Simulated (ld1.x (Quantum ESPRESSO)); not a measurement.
**An all-electron radial function and its pseudo partner (Cd)**

Columns: radius, all-electron u(r) and pseudo u(r) of the 4d shell (level -12.40 eV) of cadmium in the configuration [Ar] 3d10 4s2 4p6 4d10 5s1.75 5p0.25; LDA (PZ), scalar-relativistic, PAW scheme, ld1.x (Quantum ESPRESSO) 7.5.

```
r (bohr)  all-electron   pseudo
   0.113        0.2913  -0.0038
   0.225        0.4809  -0.0289
   0.338        0.2567  -0.0910
   0.450       -0.1182  -0.1937
   0.563       -0.4656  -0.3318
   0.675       -0.7137  -0.4856
   0.788       -0.8627  -0.6352
   0.900       -0.9297  -0.7563
   1.013       -0.9400  -0.8353
   1.125       -0.9138  -0.8651
   1.238       -0.8660  -0.8510
   1.350       -0.8074  -0.8058
   1.463       -0.7438  -0.7443
   1.575       -0.6802  -0.6802
   1.688       -0.6181  -0.6181
   1.800       -0.5600  -0.5600
   1.913       -0.5054  -0.5054
   2.025       -0.4556  -0.4556
   2.138       -0.4097  -0.4097
   2.250       -0.3684  -0.3684
   2.363       -0.3307  -0.3307
   2.475       -0.2970  -0.2970
   2.588       -0.2664  -0.2664
   2.700       -0.2390  -0.2390
   2.813       -0.2143  -0.2143
   2.925       -0.1923  -0.1923
```

Task: How many radial nodes do the two functions have?

Result: The all-electron 4d function has n − l − 1 = 1; the pseudo-wave has 0, since the states of the same l below it are removed with the core.

Task: At about which radius was the pseudo-wave matched?

Result: 1.60 bohr. The columns agree to 0.0005 from 1.46 bohr on; several derivatives are matched, so the curves merge somewhat inside the radius.

Task: Where does each function peak?

Result: Outermost all-electron maximum near 1.01 bohr, pseudo maximum near 1.12 bohr (to the table’s step).

Task: Is the pseudo-wave norm-conserving?

Result: No, it belongs to a PAW set: the norm inside the radius is not constrained, and the difference is carried by the augmentation charge.
